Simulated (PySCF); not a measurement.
**P⁺ (phosphorus, charge +1) across methods**

[Ne] 3s1 3p2 4s1, high-spin 5P determinant (an excited configuration). Calculation: PySCF 2.14, in x2c-TZVPPall with one added diffuse shell each of s, p, d type (6s6p4d1f, 51 functions); scalar relativity by spin-free X2C-1e.

```csv
method,E (hartree),mean ε 3s α (eV),mean ε 3p α (eV),mean ε 4s α (eV),Σ⟨r²⟩ (bohr²),⟨S²⟩
wB97M-V,-341.0372,-33.903,-23.228,-9.121,38.33,6.000
PBE0,-340.9325,-31.668,-21.277,-7.689,38.25,6.000
TPSS,-341.0757,-29.864,-20.015,-7.178,38.72,6.000
PBE,-340.9030,-29.584,-19.867,-7.245,38.34,6.000
UHF,-340.58201,-37.491,-25.261,-8.891,38.83,6.000
LDA,-339.7709,-29.530,-19.812,-7.399,38.21,6.000
BP86,-341.0921,-29.655,-19.933,-7.405,38.34,6.000
BLYP,-341.0642,-29.243,-19.527,-7.042,38.34,6.000
```

The outer electron is Rydberg-like, and this basis confines it to a smaller radius and binds it less than a complete one would.
